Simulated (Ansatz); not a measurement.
`C=C[SiH](F)[GeH3]` + H₂ → `F[SiH2][GeH3]` + ethylene at 600 K and 1 bar (hydrogenolysis of the Si–C bond).

Isolated molecules relaxed with PBE0-D4/def2-TZVP in Ansatz; ΔE leaves out vibrations. CBS: MP2 limit from def2 TZ/QZ plus the TZ coupled-cluster correction, frozen cores. This one scheme is used for every species. For Ge outer-core shells are correlated without core-valence functions, which leaves a few kJ/mol of doubt a bond. Scalar relativity is left out up to krypton. One conformer a species, not always the lowest.

```tsv
species	CCSD(T)/CBS energy (Eh)	H − E (kJ/mol)	S (J/(mol·K))
`C=C[SiH](F)[GeH3]`	-2545.34095	276.9	493.8
H₂	-1.17544	43.9	150.8
`F[SiH2][GeH3]`	-2468.03899	164.2	400.7
`C=C`	-78.48111	161.6	257.2
```

H − E and S are ideal-gas, rigid-rotor, harmonic terms from PBE0-D4/def2-TZVP, for one conformer and one mirror image of each species. The MP2-based limit puts H₂ 0.8 mEh under its directly extrapolated value; such offsets cancel only in part. 1 Eh = 2625.50 kJ/mol, R = 8.31446 J/(mol·K).

**Question.** By hand: ΔE, ΔH, ΔS and ΔG.

**Answer.** ΔE = (-2468.03899) + (-78.48111) − (-2545.34095) − (-1.17544) = -0.00371 Eh = -9.7 kJ/mol. Δ(H − E) = 164.2 + 161.6 − 276.9 − 43.9 = 5.0, so ΔH = -4.7 kJ/mol. ΔS = 400.7 + 257.2 − 493.8 − 150.8 = 13.3 J/(mol·K). ΔG = -4.7 − 600 × (13.3)/1000 = -12.7 kJ/mol.

**Question.** By hand: the equilibrium constant, and the temperature at which ΔG would vanish if ΔH and ΔS stayed fixed.

**Answer.** log₁₀ K = −ΔG/(RT ln 10) = 1.1. ΔH and −TΔS have one sign here, so there is no such temperature.

TΔS isn't small against ΔH here. A doubt of 5 kJ/mol in ΔE shifts log₁₀ K by 0.4 here. Other conformers and mirror images would add mixing entropy, several J/(mol·K) or more a flexible species. These are equilibria of isolated gas molecules and say nothing of rates. Largest T1 diagnostic: 0.012 (customary marks: 0.02 for closed shells, 0.045 for open ones).
